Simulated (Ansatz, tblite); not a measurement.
Cost and result up the ladder for `COc1ccc(-c2cc(C)c(-c3cc(C)c(-c4cc(C)c(-c5cc(C)c(-c6cc(C)c(-c7cc(C)c(-c8ccc(C(F)=C(F)F)cc8)s7)s6)s5)s4)s3)s2)cc1` (90 atoms). Charge 0, multiplicity 1. Geometry: PBE-D4/def2-SVP.

Ansatz on 11 threads of AMD EPYC 7R13 on a shared host and a whole NVIDIA H100 80GB HBM3; xTB runs through tblite on one thread. Times are rough, summed over both states, and most runs start from the orbitals of an earlier one. PBE0-D4/def2-TZVP serves as the yardstick here, not as an exact answer. The other state is a triplet.

The xTB rows come from tblite. Single mean-field runs in def2-TZVP are fitted with def2-universal-jkfit.

xTB has no spin-polarisation term.

| level | functions | wall time | vertical triplet (eV) | difference from PBE0-D4/def2-TZVP (eV) |
| --- | --- | --- | --- | --- |
| GFN2-xTB | 285 | 1.8 s | 1.34 | -0.23 |
| GFN1-xTB | 320 | 2 s | 1.37 | -0.20 |
| PBE-D4/def2-TZVP | 1951 | 50 s | 1.29 | -0.27 |
| PBE0-D4/def2-TZVP (with forces) | 1951 | 1.9 min | 1.57 | 0.00 |
